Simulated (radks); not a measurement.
The technetium ion Tc+, configuration [Kr] 4d4 5s1 5p1 (not the ground configuration). All-electron calculation, Dirac Kohn-Sham, BLYP, spin-unpolarised, spherical densities, point nucleus; open shells fill j = l - 1/2 first. Program: a radial shooting solver on a logarithmic mesh with Libxc functionals.

Normalised radial functions P(r) = r R(r) (large component), r in bohr:

```
   r/bohr * 4p1/2, o 4d3/2, + 5p1/2 (the largest magnitude, 1.07, reaches the edge; | marks zero, & curves that meet)
 0.001167                             &
 0.001348                             &
 0.001569                             &
 0.001812                             &
 0.002093                             &
 0.002436                             &
 0.002814                             &
  0.00325                             &
 0.003753                             &
 0.004369                             &
 0.005046                             &
 0.005827                             &
 0.006784                             &*
 0.007834                             &*
 0.009048                             &*
  0.01053                             &*
  0.01216                             &*
  0.01405                             & *
  0.01622                             o+*
  0.01889                             o+ *
  0.02181                             o+ *
  0.02519                             o+  *
  0.02933                             o+   *
  0.03387                             o +  *
  0.03912                             |o+   *
  0.04554                             |o+    *
  0.05259                             |o+     *
  0.06074                             | o+     *
  0.07014                             | o+     *
  0.08166                             |  &     *
  0.09431                             |  +o   *
   0.1089                             | +  o *
   0.1268                             |+  * o
   0.1464                             +*     o
   0.1691                          * +|       o
   0.1969                      *    + |         o
   0.2274                  *       +  |         o
   0.2626                *        +   |         o
   0.3032               *         +   |         o
    0.353                *        +   |       o
   0.4077                    *      + |    o
   0.4708                          *  + o
   0.5481                          o  | +  *
    0.633                     o       |   +        *
   0.7311                 o           |     +             *
   0.8511            o                |      +                 *
   0.9829         o                   |      +                   *
    1.135        o                    |    +                    *
    1.311        o                    | +                    *
    1.526         o                 + |                 *
    1.763           o          +      |            *
    2.036              o    +         |       *
     2.37                +o           |    *
    2.737              +     o        | *
    3.161              +        o     |*
     3.68               +         o   *
    4.249                 +         o *
    4.908                    +       o*
    5.668                      +     o*
    6.598                         +   &
     7.62                           + &
      8.8                            +&
    10.24                             &
    11.83                             &
```

4p1/2: eigenvalue -59.434 eV, 2 radial nodes at r = 0.152, 0.497 bohr, <r> = 1.14 bohr, 90 % of the charge inside 1.69 bohr. 4d3/2: eigenvalue -17.935 eV, 1 radial node at r = 0.501 bohr, <r> = 1.58 bohr, 90 % of the charge inside 2.49 bohr. 5p1/2: eigenvalue -8.387 eV, 3 radial nodes at r = 0.151, 0.483, 1.39 bohr, <r> = 3.53 bohr, 90 % of the charge inside 5.22 bohr.
